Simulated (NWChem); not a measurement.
SeI$_{2}$; SMILES I[Se]I

Program: NWChem. Medium grid unless said otherwise, to which SCAN and Minnesota functionals are sensitive. The geometry was optimised at PBE0/def2-SVP. def2 effective core potentials on I; no spin-orbit coupling. Hybrids' shares of exact exchange are those that their runs print; pure functionals count as 0. The functionals differ in more than this share.

```csv
row,share of exact exchange,highest occupied level (eV)
PBE/def2-SVP,0.00,-5.42
OLYP/def2-SVP,0.00,-5.25
TPSSh/def2-SVP,0.10,-6.04
B3LYP/def2-SVP,0.20,-6.31
B97-2/def2-SVP,0.21,-6.38
M06-2X/def2-SVP,0.54,withheld
```

Problem. Fit a straight line of the last column on the one before it, predict the withheld value, and compare with the run.

Solution. 
1. Means of the 5 shown rows: x = 0.102, y = -5.880. Slope Σ(x − x̄)(y − ȳ)/Σ(x − x̄)² = -0.2070/0.04208 = -4.919; intercept -5.378.
2. The shown rows scatter about the line by 0.101 (root mean square); the largest residual is -0.17, at TPSSh/def2-SVP.
3. At x = 0.54 (M06-2X/def2-SVP; beyond the shown range) the line gives -8.03.
4. The run gives -7.72, +0.31 from the line, 3.1 times the scatter.
